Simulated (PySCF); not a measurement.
AsGeH₆N, SMILES [NH2][GeH2][AsH2], point group C1.

Level: PBE0/pcSseg-1 in PySCF (density fitting, grid level 2); geometry and Hessian at that level, cubic constants and property derivatives from steps of ±0.6 along each species' dimensionless normal coordinates, second-order vibrational perturbation theory. The parent has the commonest isotopes.

Equilibrium geometry (Å):

```json
{"atom": "N1", "x": "-1.0578", "y": "-0.9059", "z": "0.4401"}
{"atom": "Ge2", "x": "-0.3994", "y": "0.7086", "z": "-0.1637"}
{"atom": "As3", "x": "2.0231", "y": "0.6874", "z": "-0.1110"}
{"atom": "H4", "x": "-2.0689", "y": "-0.9239", "z": "0.5440"}
{"atom": "H5", "x": "-0.7879", "y": "-1.6997", "z": "-0.1332"}
{"atom": "H6", "x": "-0.9374", "y": "1.7755", "z": "0.8015"}
{"atom": "H7", "x": "-0.8229", "y": "1.0871", "z": "-1.6037"}
{"atom": "H8", "x": "2.0753", "y": "-0.5344", "z": "-1.0205"}
{"atom": "H9", "x": "2.0300", "y": "-0.1709", "z": "1.1458"}
```

(1) Give the equilibrium and ground-state rotational constants (MHz) of parent; ²H at 4.

(2) How is the parent's vibrational correction B0 − Be made up?

(3) And its quartic centrifugal distortion constants from the harmonic force field?

A mode lies under 250 cm⁻¹, where this perturbation treatment is rough. Internal rotors are held in one well.

Results:

(1) 
```
species     Ae      Be      Ce     A0      B0      C0  Δ0 (u Å²)  harmonic ZPE (cm⁻¹)
 parent  10649  1716.3  1533.8  10654  1705.3  1524.2    -12.219                12624
²H at 4  10376  1667.6  1489.5  10363  1657.9  1480.9    -12.328                11930
```

Δ0 = Ic − Ia − Ib from the ground-state constants.

(2) 
| axis | harmonic | Coriolis | cubic | total (MHz) |
| --- | --- | --- | --- | --- |
| a | 32.6 | -47.7 | 20.6 | 5.43 |
| b | 2.28 | -0.944 | -12.4 | -11.1 |
| c | 0.927 | -0.723 | -9.86 | -9.65 |

(3) Asymmetric top, A reduction, Ir representation: ΔJ = 0.384 kHz, ΔJK = 0.657 kHz, ΔK = 57.6 kHz, δJ = 0.0665 kHz, δK = 3.04 kHz.
